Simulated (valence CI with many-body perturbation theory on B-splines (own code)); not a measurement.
## Forbidden lines of Tb⁵⁹⁺

Computed by valence CI with perturbative core correlation (CI+MBPT): four valence electrons over a frozen Dirac-Fock core [He], a basis of 11 s, 11 p, 9 d, 7 f, 5 g, 2 h, 1 i functions for each j, with the one-electron correlation potential Σ1, the two-electron term Σ2, the three-electron term Σ3, Breit, model QED; selected CI, second order for the rest (own B-spline code, finite nucleus).

The last digits are not significant, and no measured levels were compared; by estimate large intervals hold to a few tenths of a per cent, small ones and those within an open d or f shell to about a per cent. Among the levels kept, up to 270 cm⁻¹ of a level comes from second order outside the variational space, and about a tenth of that is noise between levels of different J, which matters for small intervals.

Lines 1 to 50 of 56 in falling wavelength, among levels below 9192.1 eV, chosen from the decays that carry over 1 % of a level's rate. Wavelengths and rates use the calculated energies. Electric multipoles are in the length gauge, E1 and E2 with the static RPA response of the core. S is in atomic units (e²a₀⁴ for E2 and M2, e²a₀⁶ for E3), for M1 in squared Bohr magnetons. Weak lines are less certain than strong ones. Lines between different terms over intervals too small for the method are left out, as are lines whose strength nearly cancels. The highest levels of a list are the least certain.

Levels are named by their leading jj configuration (3d3/2^4 stands for four electrons in 3d with j = 3/2), which in mixed levels can hold well under half, so a name can repeat and another be missing. Letters in brackets count levels of one name in rising energy.

```csv
λ vac (Å),Upper,Lower,Type,A (s⁻¹),S (a.u.)
15.97,(2s^2 2p1/2 2p3/2) J=1,(2s^2 2p1/2^2) J=0,M1,2.95e+09,1.34e+00
15.64,(2s^2 2p3/2 3d5/2) J=4,(2s^2 2p1/2 3d5/2) J=3,M1,2.33e+09,2.97e+00
15.62,(2s^2 2p1/2 2p3/2) J=2,(2s^2 2p1/2^2) J=0,E2,8.84e+06,3.67e-05
15.61,(2s^2 2p3/2^2) J=2,(2s^2 2p1/2 2p3/2) J=2,M1,2.35e+09,1.66e+00
15.27,(2s^2 2p3/2^2) J=2,(2s^2 2p1/2 2p3/2) J=1,M1,2.35e+09,1.55e+00
14.35,(2s^2 2p3/2^2) J=0,(2s^2 2p1/2 2p3/2) J=1,M1,5.45e+09,5.97e-01
1.783,(2s^2 2p3/2 3p1/2) J=2,(2s^2 2p3/2^2) J=0,E2,2.45e+11,1.97e-05
1.778,(2s^2 2p1/2 3p1/2) J=1,(2s^2 2p1/2 2p3/2) J=2,E2,6.64e+11,3.16e-05
1.778,(2s 2p1/2^2 3p1/2) J=0,(2s 2p1/2^2 2p3/2) J=2,E2,1.30e+12,2.07e-05
1.774,(2s^2 2p1/2 3p1/2) J=1,(2s^2 2p1/2 2p3/2) J=1,E2,6.60e+11,3.10e-05
1.770,(2s^2 2p3/2 3p1/2) J=1,(2s^2 2p3/2^2) J=2,E2,6.78e+11,3.16e-05
1.770,(2s^2 2p3/2 3p1/2) J=2,(2s^2 2p3/2^2) J=2,E2,9.18e+11,7.11e-05
1.768,(2s^2 2p1/2 3p1/2) J=0,(2s^2 2p1/2 2p3/2) J=2,E2,1.29e+12,1.99e-05
1.759,(2s^2 2p3/2 3d5/2) J=4,(2s 2p1/2 2p3/2^2) J=2 [b],E2,1.54e+09,2.08e-07
1.743,(2s 2p1/2 2p3/2 3p3/2) J=4,(2s 2p1/2 2p3/2^2) J=2 [b],E2,4.30e+10,5.55e-06
1.739,(2s^2 2p3/2 3d5/2) J=4,(2s 2p1/2 2p3/2^2) J=3,E2,9.14e+09,1.17e-06
1.724,(2s 2p1/2 2p3/2 3p3/2) J=4,(2s 2p1/2 2p3/2^2) J=3,E2,3.91e+11,4.78e-05
1.723,(2s 2p1/2 2p3/2 3p3/2) J=0 [b],(2s 2p1/2 2p3/2^2) J=2 [b],E2,6.96e+11,9.44e-06
1.722,(2s^2 2p3/2 3p3/2) J=2,(2s^2 2p3/2^2) J=0,E2,2.64e+11,1.78e-05
1.721,(2s 2p1/2 2p3/2 3p3/2) J=1 [d],(2s 2p1/2 2p3/2^2) J=2 [b],E2,4.04e+11,1.63e-05
1.718,(2s 2p1/2 2p3/2 3p3/2) J=1 [d],(2s 2p1/2 2p3/2^2) J=1 [a],E2,3.50e+11,1.41e-05
1.718,(2s 2p1/2^2 3p3/2) J=2,(2s 2p1/2^2 2p3/2) J=2,E2,4.50e+11,3.00e-05
1.717,(2s^2 2p1/2 3p3/2) J=2,(2s^2 2p1/2 2p3/2) J=2,E2,4.51e+11,3.00e-05
1.716,(2s^2 2p1/2 3p3/2) J=1,(2s^2 2p1/2 2p3/2) J=2,E2,3.24e+11,1.29e-05
1.716,(2s^2 2p3/2 3p3/2) J=3,(2s^2 2p3/2^2) J=2,E2,5.01e+11,4.66e-05
1.715,(2s^2 2p3/2 3p3/2) J=1,(2s^2 2p3/2^2) J=2,E2,4.89e+11,1.94e-05
1.714,(2s 2p1/2 2p3/2 3p3/2) J=4,(2s 2p1/2 2p3/2^2) J=2 [a],E2,2.54e+10,3.02e-06
1.713,(2s^2 2p1/2 3p3/2) J=2,(2s^2 2p1/2 2p3/2) J=1,E2,1.98e+11,1.31e-05
1.712,(2s^2 2p1/2 3p3/2) J=1,(2s^2 2p1/2 2p3/2) J=1,E2,3.16e+11,1.24e-05
1.704,(2s^2 2p3/2 3p3/2) J=0,(2s^2 2p3/2^2) J=2,E2,1.32e+12,1.69e-05
1.702,(2s 2p1/2 2p3/2 3p3/2) J=1 [d],(2s 2p1/2 2p3/2^2) J=3,E2,2.41e+11,9.24e-06
1.695,(2s 2p1/2 2p3/2 3p3/2) J=0 [b],(2s 2p1/2 2p3/2^2) J=2 [a],E2,1.82e+11,2.27e-06
1.694,(2s 2p1/2 2p3/2 3d5/2) J=5,(2s 2p1/2 2p3/2^2) J=3,M2,2.71e+10,3.71e-06
1.694,(2s 2p1/2 2p3/2 3d5/2) J=5,(2s 2p1/2 2p3/2^2) J=3,E3,1.43e+09,2.00e-06
1.686,(2s^2 2p3/2 3d5/2) J=4,(2s^2 2p3/2^2) J=2,M2,2.60e+10,2.85e-06
1.686,(2s^2 2p3/2 3d5/2) J=4,(2s^2 2p3/2^2) J=2,E3,1.89e+09,2.09e-06
1.565,(2s^2 2p3/2 3d5/2) J=4,(2s 2p1/2^2 2p3/2) J=2,E2,6.28e+09,4.74e-07
1.552,(2s 2p1/2 2p3/2 3p3/2) J=4,(2s 2p1/2^2 2p3/2) J=2,E2,7.02e+11,5.09e-05
1.549,(2s 2p1/2 2p3/2 3p3/2) J=1 [d],(2s 2p1/2^2 2p3/2) J=1,E2,3.99e+11,9.53e-06
1.547,(2s^2 2p1/2 3p3/2) J=2,(2s^2 2p1/2^2) J=0,E2,6.28e+11,2.48e-05
1.546,(2s^2 2p3/2 3p3/2) J=3,(2s^2 2p1/2 2p3/2) J=2,E2,3.26e+11,1.80e-05
1.546,(2s^2 2p3/2 3p3/2) J=1,(2s^2 2p1/2 2p3/2) J=2,E2,6.42e+11,1.52e-05
1.542,(2s^2 2p3/2 3p3/2) J=3,(2s^2 2p1/2 2p3/2) J=1,E2,4.63e+11,2.53e-05
1.541,(2s^2 2p3/2 3p3/2) J=2,(2s^2 2p1/2 2p3/2) J=2,E2,5.32e+11,2.06e-05
1.537,(2s^2 2p3/2 3p3/2) J=2,(2s^2 2p1/2 2p3/2) J=1,E2,2.34e+11,8.96e-06
1.536,(2s^2 2p3/2 3p3/2) J=0,(2s^2 2p1/2 2p3/2) J=2,E2,7.45e+11,5.69e-06
1.528,(2s 2p1/2 2p3/2 3d5/2) J=5,(2s 2p1/2^2 2p3/2) J=2,E3,3.60e+09,2.45e-06
1.521,(2s^2 2p3/2 3d5/2) J=4,(2s^2 2p1/2 2p3/2) J=2,M2,1.30e+10,8.51e-07
1.521,(2s^2 2p3/2 3d5/2) J=4,(2s^2 2p1/2 2p3/2) J=2,E3,1.48e+09,7.97e-07
1.518,(2s^2 2p3/2 3d5/2) J=4,(2s^2 2p1/2 2p3/2) J=1,E3,2.52e+09,1.34e-06
```
